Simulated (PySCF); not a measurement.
C2H4ClGaO, SMILES C=[CH][Ga]([OH])[Cl]. Geometry: PBE-D3(BJ)/def2-SVP. The structure was generated by enumeration; whether it is a known compound was not checked. Other conformers were not sampled.

### Question
Give the equilibrium geometry at PBE-D3(BJ)/def2-SVP (PySCF confirms it by a frequency run) as a Z-matrix, and its point group. (An estimate is asked for; the answer gives what the named calculation found.)

### Answer
This is not unique; one that fits is point group Cs.
```
C
C 1 1.3485
H 2 1.1035 1 122.19
H 1 1.1038 2 119.78 3 180.00
H 2 1.1052 3 116.07 1 180.00
Ga 1 1.9400 4 119.36 2 180.00
O 6 1.7978 1 119.88 4 180.00
H 7 0.9752 6 111.68 1 180.00
Cl 6 2.1732 7 115.78 8 0.00
```
Charge 0, spin multiplicity 1.
